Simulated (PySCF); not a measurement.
C₂H₂BrCl, SMILES Cl/C=C\Br. Atoms are numbered in the order given.

```xyz
6

Cl     0.5566     2.1066     0.0000
C     -0.9771     1.3145     0.0000
C     -1.1640    -0.0071     0.0000
Br     0.2111    -1.2921     0.0000
H     -1.8339     1.9926     0.0000
H     -2.1717    -0.4256     0.0000
```
Charge 0, spin multiplicity 1.

Coordinates come from a B3LYP-D3(BJ)/def2-SVP optimisation.

Two levels are set side by side: PBE/pcSseg-1 (PySCF) and B3LYP/pcSseg-1 (PySCF). GIAO shifts against HCl (³⁵Cl), TMS (¹H), TMS (¹³C) at the same level; non-relativistic, no solvent, atoms listed together averaged. Without spin–orbit terms, shifts of atoms bonded to Cl or Br come out too high at both levels. Differences are taken from unrounded values.

```
quantity              B3LYP    PBE  PBE minus B3LYP
--------------------  -----  -----  ---------------
δ(³⁵Cl) of Cl1 (ppm)  236.0  259.3             23.4
δ(¹³C) of C2 (ppm)    142.6  138.7             -3.9
δ(¹³C) of C3 (ppm)    136.5  132.2             -4.3
δ(¹H) of H5 (ppm)      6.70   6.70             0.01
δ(¹H) of H6 (ppm)      6.57   6.55            -0.02
```

Rough cost on one machine, each run with all the roots and properties that it gave: B3LYP against PBE within a factor of 2.
